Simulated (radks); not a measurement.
All-electron atom: Cu VII in [Ne] 3p6 3d7 (not the ground configuration). All-electron calculation, non-relativistic Kohn-Sham, MS2 meta-GGA, spin-polarised, spherical densities, point nucleus; open shells are filled with parallel spins first; meta-GGA in the generalised Kohn-Sham scheme. Program: a radial shooting solver on a logarithmic mesh with Libxc functionals.

Normalised radial functions P(r) = r R(r), r in bohr:

r	2p up	3p up
0.003104	0.0065	0.0026
0.003914	0.0103	0.0041
0.004936	0.0161	0.0064
0.006225	0.0252	0.0100
0.007851	0.0391	0.0156
0.009901	0.0604	0.0241
0.01249	0.0926	0.0369
0.01575	0.1405	0.0560
0.01986	0.2108	0.0839
0.02504	0.3115	0.1238
0.03158	0.4519	0.1792
0.04015	0.6479	0.2557
0.05063	0.8912	0.3491
0.06386	1.1846	0.4582
0.08053	1.5076	0.5703
0.1016	1.8184	0.6610
0.1281	2.0540	0.6927
0.1615	2.1407	0.6198
0.2037	2.0214	0.4033
0.2569	1.6914	0.0332
0.324	1.2219	-0.4431
0.4086	0.7392	-0.9113
0.5152	0.3596	-1.2290
0.655	0.1295	-1.2871
0.826	0.0349	-1.0808
1.042	0.0062	-0.7293
1.314	0.0007	-0.3865
1.657	0.0000	-0.1541
2.089	0.0000	-0.0434
2.635	0.0000	-0.0079

2p up: eigenvalue -1049.7 eV, 0 radial nodes, <r> = 0.208 bohr, 90 % of the charge inside 0.339 bohr. 3p up: eigenvalue -195.88 eV, 1 radial node at r = 0.261 bohr, <r> = 0.703 bohr, 90 % of the charge inside 1.06 bohr.
